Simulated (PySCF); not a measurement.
# Structure from 2D NMR

Compound of formula C$_{5}$H$_{8}$Cl$_{2}$Si. Correlations simulated from computed shifts and the bond graph:

HSQC (one-bond C–H):
| δH | δC |
| --- | --- |
| 2.88 | 41.3 |
| 2.87 | 41.3 |
| 2.62 | 28.9 |
| 2.44 | 28.9 |
| 0.67 | 2.6 |

COSY cross peaks (H two or three bonds apart, from the bond graph; peaks can be absent where the dihedral angle is near 90°):
| δH | δH |
| --- | --- |
| 5.45 | 0.67 |
| 2.88 | 2.87 |
| 2.88 | 2.62 |
| 2.88 | 2.44 |
| 2.87 | 2.62 |
| 2.87 | 2.44 |
| 2.62 | 2.44 |

HMBC (two and three bonds, from the bond graph):
| δH | δC |
| --- | --- |
| 5.45 | 156.7, 151.8, 28.9, 2.6 |
| 2.88 | 156.7, 151.8, 28.9 |
| 2.87 | 156.7, 151.8, 28.9 |
| 2.62 | 156.7, 151.8, 41.3 |
| 2.44 | 156.7, 151.8, 41.3 |
| 0.67 | 151.8 |

Carbons without hydrogens: δ 156.7, 151.8.

- structure optimised with GFN2-xTB
- NMR shieldings at PBE0/pcSseg-1/GIAO
- run in PySCF 2.14
- in vacuum, one computed conformer, one averaged value for each set of equivalent atoms, relativity neglected

Referencing at the same level of theory: ¹H (σ = 31.72 ppm) and ¹³C (σ = 186.93 ppm) against TMS.

Exchangeable hydrogens are left out of these lists.

Q: Work out the connectivity.

A: `InChI=1S/C5H8Cl2Si/c1-8(7)5-3-2-4(5)6/h8H,2-3H2,1H3/t8-/m1/s1`.

Atom-mapped SMILES (the numbers label the heavy atoms): `[CH3:1][Si@@H:2]([Cl:3])[C:4]1=[C:5]([Cl:6])[CH2:7][CH2:8]1` (H(Xn): hydrogen on atom n). Ha(C7), Ha(C8) are pro-R; Hb(C7), Hb(C8) are pro-S.

1. δC 156.7 is C5, a fully substituted alkene carbon.
2. δC 151.8 is C4, a fully substituted alkene carbon.
3. δC 41.3 is C7, an allylic sp3 CH2 (δH 2.87, 2.88).
4. δC 28.9 is C8, an allylic sp3 CH2 (δH 2.44, 2.62).
5. δC 2.6 is C1, a methyl carbon bonded to Si (δH 0.67).
6. HMBC from δH 5.45 reaches the proton-free carbons C5, C4.
7. HMBC from δH 2.88 reaches the proton-free carbons C5, C4.
8. HMBC from δH 2.87 reaches the proton-free carbons C5, C4.
9. HMBC from δH 2.62 reaches the proton-free carbons C5, C4.
10. COSY links 5.45–0.67, 2.88–2.87, 2.88–2.62, 2.88–2.44, 2.87–2.62, 2.87–2.44.

This is the structure that produced the data.

Carbons that carry Cl, above all several Cl atoms, come out too deshielded, partly because spin–orbit coupling is missing. Shifts are as computed. Against solution values, carbons near 30 ppm lie about +3 ppm off and those near 130 ppm about +5 ppm; carbons on Cl a further +6 ppm. Of 1211 compounds with measured shifts, 218 miss one by over three times the rms of a fit or turn the order of signals round; such compounds aren't used in these exercises.
